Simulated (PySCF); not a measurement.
Input for PySCF: R-B3LYP/6-311+G** on CH4SSi (SMILES C[Si]S), a point of a torsion scan.

```python
from pyscf import gto, scf, dft, mp
from pyscf.data.elements import chemcore

mol = gto.M(
    atom='''
    C    -1.01966639   -0.05357157   -0.04768851
    Si    0.20154994    1.42598444    0.03709941
    S    -0.54958664    2.68423099   -1.59663650
    H    -0.55348616   -0.88567137   -0.57510734
    H    -1.96882816    0.16493571   -0.53881689
    H    -1.24245825   -0.40916610    0.95700908
    H    -1.54434231    1.92809477   -2.04546607
    ''',
    basis='6-311+g**',
    charge=0, spin=0, verbose=3, max_memory=1800)
mf = dft.RKS(mol, xc='b3lyp')
mf.conv_tol = 1e-8
mf.max_cycle = 100
mf.kernel()
if not mf.converged:
    mf = mf.newton().run(mf.mo_coeff, mf.mo_occ)
```

Task: Give the final energy of this run.

Result: -728.2564 hartree.
